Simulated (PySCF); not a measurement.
C3H4F2O2, SMILES FC1(F)COCO1.

Coordinates come from a PBE0-D3(BJ)/def2-SVP optimisation. The values are those of a single conformer.

The numbers are results of PBE0-D3(BJ)/def2-SVP (PySCF 2.14.0), not measurements.

Harmonic, unscaled wavenumbers; measured fundamentals usually lie a few per cent lower.

Computed vibrational spectrum:
```tsv
mode	ν (cm⁻¹)	IR (km/mol)	Raman (Å⁴/amu)	depolarisation	moving atoms (share of kinetic energy)
1	81	0.7	0.2	0.72	O 34 %, F 27 %, C 21 %, H 18 %
2	242	10.5	0.4	0.61	O 33 %, H 33 %, C 20 %, F 14 %
3	349	2.0	0.4	0.73	F 43 %, H 28 %, C 19 %, O 10 %
4	442	7.1	1.3	0.49	F 63 %, O 20 %, C 13 %
5	524	7.4	1.4	0.68	F 35 %, C 33 %, O 23 %, H 9 %
6	538	2.1	0.6	0.74	F 53 %, O 28 %, H 10 %, C 9 %
7	699	4.1	1.9	0.37	F 63 %, C 20 %, O 14 %
8	762	3.8	2.7	0.75	O 70 %, C 21 %
9	870	29.6	6.3	0.07	C 37 %, O 28 %, H 19 %, F 16 %
10	967	47.6	2.9	0.66	H 51 %, C 28 %, F 14 %
11	1034	58.0	6.5	0.31	C 50 %, O 26 %, H 23 %
12	1099	68.2	1.8	0.48	C 49 %, O 43 %
13	1148	33.4	2.9	0.71	H 54 %, C 33 %, O 12 %
14	1175	1.4	1.7	0.69	C 58 %, H 26 %, O 15 %
15	1199	17.0	2.0	0.71	H 67 %, C 23 %
16	1228	206.2	5.5	0.73	C 49 %, H 35 %, F 10 %
17	1257	298.7	4.3	0.70	C 37 %, H 35 %, O 27 %
18	1281	93.8	6.1	0.75	H 49 %, C 29 %, O 19 %
19	1309	159.3	2.3	0.73	C 50 %, H 39 %, F 8 %
20	1395	91.3	1.0	0.50	C 57 %, H 36 %
21	1447	34.8	2.8	0.74	H 68 %, C 26 %
22	1478	10.4	10.2	0.74	H 88 %, C 11 %
23	1530	1.9	10.9	0.63	H 90 %, C 10 %
24	3003	79.8	111.1	0.17	H 94 %
25	3044	28.3	107.6	0.14	H 94 %
26	3161	21.6	109.1	0.41	H 91 %, C 9 %
27	3182	3.5	79.1	0.41	H 91 %, C 9 %
```
